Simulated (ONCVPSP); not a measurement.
**Fe: one change to an ONCV potential, before and after**

```
Element                 : iron (Fe)
Generator               : ONCVPSP 4.0.1
Type                    : optimised norm-conserving Vanderbilt (ONCV)
Functional              : LDA (Perdew-Wang 92)
Relativity              : scalar-relativistic
Frozen core             : [Ne]
Valence charge          : 16
Reference configuration : 3s2 3p6 3d6 4s2
Partial waves           : 3s+4s: rc 1.45 bohr, ncon 4, nbas 7, qcut 10.9 1/bohr, 2 projectors; 3p: rc 1.15 bohr, ncon 4, nbas 7, qcut 10.6 1/bohr, 3 projectors, debl 1.8 Ha; 3d: rc 1.50 bohr, ncon 3, nbas 8, qcut 9.7 1/bohr, 3 projectors, debl 3.1 Ha; f scattering state at 0.07 Ha: rc 1.40 bohr, ncon 4, nbas 9, qcut 8.8 1/bohr, 2 projectors, debl 1.1 Ha
Local potential         : polynomial inside 0.75 bohr (lpopt 5, dvloc0 4 Ha)
Core correction         : Teter function, fcfact 5, rcfact 1.15
```

In the p channel the program set the typed energies aside and used -2.202, 0.250, 2.050 Ha.

All-electron outer shells of the reference configuration (LDA (PZ), scalar-relativistic, ld1.x):

```json
{"shell": "2p", "level (eV)": "-698.00", "outermost node (bohr)": "–", "outermost maximum (bohr)": "0.18"}
{"shell": "3s", "level (eV)": "-93.51", "outermost node (bohr)": "0.33", "outermost maximum (bohr)": "0.70"}
{"shell": "3p", "level (eV)": "-59.93", "outermost node (bohr)": "0.30", "outermost maximum (bohr)": "0.72"}
{"shell": "3d", "level (eV)": "-7.75", "outermost node (bohr)": "–", "outermost maximum (bohr)": "0.71"}
{"shell": "4s", "level (eV)": "-5.49", "outermost node (bohr)": "1.01", "outermost maximum (bohr)": "2.38"}
```

Change: s: qcut 13.3; p: qcut 12.9; d: qcut 11.8; f: qcut 10.7.

Cutoffs: the cutoffs (Ha) at which the residual kinetic energy of the hardest occupied pseudo-wave falls to 1 and 0.1 mHa per electron; they do not see the model core or the augmentation charge, which bear on the density cutoff. Errors are all-electron minus pseudo energies relative to the spin-unpolarised reference configuration.

Question: What does the change do?

Answer: The potential gets harder (38 Ha and 43 Ha → 48 Ha and 55 Ha); of the 4 tests that both files solve, the error grows in 0 and shrinks in 3 by more than 15 % and 0.3 meV (median size 16.0 → 8.7 meV); neither file shows a bound ghost.

```csv
quantity,base,changed
"cutoff, loose",38 Ha,48 Ha
"cutoff, tight",43 Ha,55 Ha
loose cutoff by channel,"s 33 Ha, p 34 Ha, d 38 Ha","s 41 Ha, p 33 Ha, d 48 Ha"
bound ghosts,none,none
GHOST(+) flags under 300 eV,none,none
"error for 3s2 3p6 3d6 4s1, meV [ΔE 8.97 eV]",+0.6,+0.3
"error for 3s2 3p6 3d6 4s0, meV [ΔE 25.46 eV]",+5.1,+3.6
"error for 3s2 3p6 3d5 4s0, meV [ΔE 59.99 eV]",+27,+14
"error for 3s2 3p6 3d7 4s0, meV [ΔE 6.84 eV]",+48,+28
s: phases at 1.47 bohr within 0.05 rad from the reference energy up to (Ha; the scan ends near 5),to the end of the scan,to the end of the scan
p: phases at 1.17 bohr within 0.05 rad from the reference energy up to (Ha; the scan ends near 5),to the end of the scan,to the end of the scan
d: phases at 1.53 bohr within 0.05 rad from the reference energy up to (Ha; the scan ends near 5),to the end of the scan,to the end of the scan
f: phases at 1.42 bohr within 0.05 rad from the reference energy up to (Ha; the scan ends near 5),to the end of the scan,to the end of the scan
"rms error of d²Exc/dni dnj with the model core, mHa",1.03,1.28
```
